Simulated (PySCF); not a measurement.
Input, command and output of a PySCF 2.14 run on [TcF6]2-: CASSCF of the metal shell, NEVPT2 and spin-orbit coupling.

```
{"job": {"kind": "lf", "basis": {"metal": "x2c-TZVPall", "ligand": "x2c-SVPall"}, "nevpt": true, "solvent": "water"}, "charge": -2, "metal": "Tc", "open_shell": "d3"}
Tc     0.000000     0.000000     0.000000
F      1.937993     0.000000    -0.000000
F     -1.937993    -0.000000     0.000000
F     -0.000000     1.937993    -0.000000
F      0.000000    -1.937993     0.000000
F     -0.000000     0.000000     1.937993
F      0.000000    -0.000000    -1.937993
```

```bash
OMP_NUM_THREADS=1 python lf_run.py task.json out
```

```
basis functions 147, electrons 99, active (3e, 5o)
stage 1: DIIS on the effective Fock matrix, level shift 0.30
cycle   1  E = -4877.0564277539  dE = -4.877e+03  max|g| = 1.995e+00
cycle   2  E = -4877.3621690548  dE = -3.057e-01  max|g| = 1.333e+00
cycle   3  E = -4879.4587892495  dE = -2.097e+00  max|g| = 6.908e-01
cycle   4  E = -4879.9439301003  dE = -4.851e-01  max|g| = 2.585e-01
cycle   5  E = -4879.9959383605  dE = -5.201e-02  max|g| = 1.474e-01
cycle   6  E = -4880.0235048869  dE = -2.757e-02  max|g| = 2.939e-02
cycle   7  E = -4880.0259149813  dE = -2.410e-03  max|g| = 2.791e-02
cycle   8  E = -4880.0268674531  dE = -9.525e-04  max|g| = 8.902e-03
cycle   9  E = -4880.0269577582  dE = -9.031e-05  max|g| = 4.140e-03
cycle  10  E = -4880.0269673075  dE = -9.549e-06  max|g| = 1.537e-03
cycle  11  E = -4880.0269694780  dE = -2.171e-06  max|g| = 8.314e-04
cycle  12  E = -4880.0269706960  dE = -1.218e-06  max|g| = 4.159e-04
cycle  13  E = -4880.0269708916  dE = -1.956e-07  max|g| = 3.243e-04
cycle  14  E = -4880.0269709962  dE = -1.046e-07  max|g| = 1.930e-04
cycle  15  E = -4880.0269710456  dE = -4.945e-08  max|g| = 1.160e-04
cycle  16  E = -4880.0269710580  dE = -1.236e-08  max|g| = 7.148e-05
cycle  17  E = -4880.0269710620  dE = -4.050e-09  max|g| = 4.601e-05
cycle  18  E = -4880.0269710634  dE = -1.340e-09  max|g| = 2.690e-05
cycle  19  E = -4880.0269710639  dE = -5.330e-10  max|g| = 1.491e-05
cycle  20  E = -4880.0269710641  dE = -1.673e-10  max|g| = 8.931e-06
converged average energy = -4880.0269710641

 mult deg   label        CASSCF/cm-1   NEVPT2/cm-1
   4   1   4A2g                0.0           0.0
   2   2   2Eg             15140.3       13407.1
   2   3   2T1g            15804.1       13867.7
   2   3   2T2g            24097.9       21386.0
   4   3   4T2g            30345.9       32702.6
   4   3   4T1g            38676.0       39086.3
   2   1   2A1g            42298.9       43305.1
   2   3   2T2g            44309.4       44682.5
   2   3   2T1g            45101.5       45476.2
   2   2   2Eg             46903.0       46900.0
   2   3   2T1g            50430.7       49402.9
   2   3   2T2g            55454.2       52769.7
   2   1   2A2g            57683.7       54582.4
   2   2   2Eg             68464.2       64052.7
   4   3   4T1g            63364.9       67072.9
   2   3   2T1g            74217.3       76870.4
   2   3   2T2g            75710.3       77232.6
   2   3   2T1g            81196.8       81354.2
   2   3   2T2g            96639.1       92564.2
   2   2   2Eg            108973.6      111606.6

spin-orbit levels / cm-1
      0.00  x4  4A2g 1.00
  13350.96  x4  2Eg 0.98
  13729.58  x4  2T1g 0.98
  14011.20  x2  2T1g 1.00
  21463.61  x4  2T2g 0.97
  21714.81  x2  2T2g 0.99
  32384.89  x2  4T2g 0.99
  32615.73  x4  4T2g 0.98
  32956.47  x4  4T2g 0.98
  33034.96  x2  4T2g 0.99
  38982.39  x2  4T1g 0.97
  39195.28  x4  4T1g 0.98
  39266.24  x2  4T1g 0.99
  39316.48  x4  4T1g 0.98
  43483.44  x2  2A1g 0.94
  44614.87  x2  2T2g 0.99
  44707.08  x4  2T2g 0.94 2Eg 0.04
  45117.55  x2  2T1g 0.97
  45820.73  x4  2T1g 0.99
  47128.29  x4  2Eg 0.95 2T2g 0.04
```

The job took 12 s on one thread of Arm Neoverse V2 (shared host), with 147 basis functions and a peak of 0.56 GiB, launched as `OMP_NUM_THREADS=1 python lf_run.py task.json out`.

The d shell alone is too small an active space for [TcF6]2- (an active orbital has only 0.68 squared overlap with the free ion's shell): its levels, fitted parameters, g values and moments show what this model gives and aren't sound predictions.

Charge-transfer states lie outside this active space and may come lower than some of these levels. NEVPT2 on the d shell alone tends to put d–d bands too high for such charged or covalently bound ions.
